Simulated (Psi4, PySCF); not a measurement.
Relaxed torsion scan: SMILES c1c(N)c(B)ccc1 (C6H8BN). Scanned: dihedral C2–C7–N8–H15; all other coordinates were relaxed at GFN2-xTB. Heavy atoms are numbered in the order of the SMILES Bc1ccccc1N, hydrogens after them in the order of the atoms that carry them; the mirror image has the same energies with the sign of each dihedral reversed.

- PBE/def2-SVP // GFN2-xTB (Psi4)
- RHF/3-21G = restricted Hartree-Fock/3-21G // GFN2-xTB run with PySCF
- PBE-D3(BJ)/def2-SVP // GFN2-xTB (Psi4)

Energies relative to the lowest point of each profile, in kcal/mol:

```tsv
φ / °	PBE/def2-SVP	RHF/3-21G
-140	1.2	3.3
-100	6.9	7.8
-60	4.9	6.4
-20	0.3	1.6
0	0.0	0.0
20	0.3	1.5
40	2.0	3.7
60	4.9	6.4
80	8.4	9.0
100	6.9	7.8
160	0.2	1.5
180	0.0	0.0
```

What does PBE-D3(BJ)/def2-SVP give at the same points?

-140: 1.2; -100: 6.8; -60: 4.9; -20: 0.3; 0: 0.0; 20: 0.3; 40: 2.0; 60: 4.9; 80: 8.4; 100: 6.8; 160: 0.2; 180: 0.0 (kcal/mol).
